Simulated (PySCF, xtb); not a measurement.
HgI, SMILES [I][Hg] (connectivity only; charge and spin as stated), neutral, multiplicity 2.

Harmonic wavenumbers (cm⁻¹) from GFN2-xTB (xtb) at its own minimum, in rising order: 85.

Q: What does PySCF with PBE0-D3(BJ)/def2-TZVP give at its own minimum? (An estimate is asked for; the answer gives what the named calculation found.)

A: 127. Paired by order, the mean absolute difference is 43 cm⁻¹ and the zero-point energies are 0.1 and 0.2 kcal/mol.
